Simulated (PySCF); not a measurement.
**Rb (rubidium, neutral) across methods**

[Kr] 5s1, 2S determinant. Computed with PySCF 2.14 in aug-cc-pVDZ-X2C (7s6p4d, 45 functions), with the spin-free X2C one-electron Hamiltonian (Gaussian nucleus).

```
method  E (hartree)  mean ε 4p β (eV)  mean ε 4p α (eV)  mean ε 5s α (eV)  Σ⟨r²⟩ (bohr²)   ⟨S²⟩
M06-2X     -2981.17           -19.277           -19.236            -3.495          62.05  0.750
   PBE     -2980.63           -16.108           -16.190            -2.469          63.44  0.750
   UHF  -2979.14285           -21.952           -22.014            -3.814          66.79  0.750
  BLYP     -2981.09           -15.893           -15.937            -2.352          62.92  0.750
PBEsol     -2978.73           -16.096           -16.168            -2.479          63.03  0.750
 HSE06     -2980.69           -17.401           -17.479            -2.572          63.54  0.750
   LDA     -2976.98           -16.221           -16.284            -2.581          62.19  0.750
  PBE0     -2980.70           -17.862           -17.939            -2.884          63.70  0.750
r2SCAN     -2980.99           -16.703           -16.745            -2.493          63.55  0.750
```
